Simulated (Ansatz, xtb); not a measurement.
# Two isomers of C4H2ClNO

We compare X, `N#C/C=C(\Cl)C=O`, a singlet, with Y, `N#CCC(Cl)=C=O`, a singlet. Both are isolated molecules in the gas phase, relaxed with PBE0-D3(BJ)/def2-SVP; the shapes shown needn't be the lowest conformers.

X (Å):

```xyz
9

C    -1.6707    0.9440   -1.4581
C    -1.3036    0.0467   -0.4243
C    -1.7299    0.1349    0.8508
C    -1.2787   -0.8692    1.8638
Cl   -2.7872    1.3528    1.4214
N    -1.9564    1.6648   -2.3210
O    -0.5367   -1.7723    1.5916
H    -0.6272   -0.7827   -0.6585
H    -1.6893   -0.7069    2.8884
```

Y (Å):

```xyz
9

C    -0.6684   -0.2910   -1.0630
C     0.2857    0.2162   -0.0754
C     0.4281   -0.6797    1.1197
C     0.0259   -0.3412    2.3346
Cl    1.1118   -2.2597    0.9077
N    -1.4197   -0.6899   -1.8464
O    -0.3145   -0.0360    3.4002
H    -0.0365    1.2213    0.2408
H     1.2658    0.3388   -0.5676
```

Problem. Which of the two would you expect CCSD(T)/def2-SVP + ΔMP2/def2-TZVPP electronic energies to favour?

Solution. Structure X; the calculation gives E(Y) − E(X) = +36.7 kJ/mol.

Level by level:

| level | geometry | E(Y) − E(X) (kJ/mol) | departure from the last row (kJ/mol) | job, with rough time for the two |
| --- | --- | --- | --- | --- |
| GFN2-xTB | GFN2-xTB | −12.8 | −49.4 | optimisation, 0.21 s |
| HF/STO-3G | GFN2-xTB | +11.0 | −25.7 | single point, 0.61 s |
| r2SCAN-D4/def2-SVP | GFN2-xTB | +42.1 | +5.4 | single point, 3.1 s |
| PBE0-D3(BJ)/def2-SVP | PBE0-D3(BJ)/def2-SVP | +33.6 | −3.1 | optimisation, 44 s |
| HF/def2-SVP | PBE0-D3(BJ)/def2-SVP | +32.9 | −3.8 | part of the CCSD(T) run |
| MP2/def2-SVP | PBE0-D3(BJ)/def2-SVP | +32.3 | −4.3 | part of the CCSD(T) run |
| CCSD(T)/def2-SVP | PBE0-D3(BJ)/def2-SVP | +38.5 | +1.9 | single point |
| CCSD(T)/def2-SVP + ΔMP2/def2-TZVPP | PBE0-D3(BJ)/def2-SVP | +36.7 |  | single point, 48 s |

As drawn, both hold the same kinds of bond in the same numbers.

GFN2-xTB puts the two in the other order. The largest departure from CCSD(T)/def2-SVP + ΔMP2/def2-TZVPP is that of GFN2-xTB, 49.4 kJ/mol. The last row adds to CCSD(T) the change of the MP2 difference between the two basis sets, here −1.9 kJ/mol.

With thermal terms from frequencies at re-optimised GFN2-xTB minima (ideal gas, soft modes damped towards free rotors, one conformer each, 298.15 K, 1 atm): the zero-point term adds +2.5 kJ/mol; ΔH is +39.9 and ΔG +37.8 kJ/mol.

The correlated steps freeze 11 core orbitals. Codes used: Ansatz 0.2.0, xtb 6.7.1; the last row on 2 threads of Intel(R) Xeon(R) Processor @ 2.70GHz on a shared host.
